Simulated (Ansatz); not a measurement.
Frontier orbitals of FH$_{5}$SiSn, SMILES `F[SiH2][SnH3]`.

The species carries charge 0 and has multiplicity 1. Correlated methods include outer-core shells of Sn, which these sets cover unevenly. Sn takes the def2 core potential. Geometry: relaxed with PBE0-D4/def2-TZVP. Basis def2-TZVPP, Ansatz.

Orbital energies of one run (eV). Highest occupied ones, from the top: -7.84, -8.99, -9.07, -9.69, -12.00, -12.40, -12.51, -14.08, -15.59, -27.74, -27.74, -27.83, -27.87, -27.88. Empty: -0.93, -0.26, -0.06, 0.39, 1.04, 1.61.

Question: Which functional gave them?
A. LC-ωPBE
B. B3LYP
C. ωB97M-V
D. LDA (SPW92)

Answer: B. HOMO energies: B3LYP -7.84, LC-ωPBE -10.55, LDA (SPW92) -7.02, ωB97M-V -10.04 eV.

B3LYP here is the variant with VWN-RPA as its local correlation; programs differ in this. LC-ωPBE has ω = 0.4 bohr⁻¹.
